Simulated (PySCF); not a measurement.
Vertical excitations of a molecule C₄H₇BO₂ from TDA-PBE/def2-SVPD in PySCF, as energy in eV (oscillator strength): 4.63 (0.001), 5.14 (0.001), 5.95 (0.201), 6.11 (0.118), 6.15 (0.031), 6.18 (0.006). Lowest triplet (TDA): 4.26 eV. Geometry optimised at B3LYP-D3(BJ)/def2-SVP. Other conformers were not sampled.

### Question
Identify the compound among the candidates.
(A) C=C1CCB(O)O1
(B) OCB1CC=CO1
(C) C=C=COB(C)O
(D) COC1=CB(C)O1

### Answer
C, C=C=COB(C)O
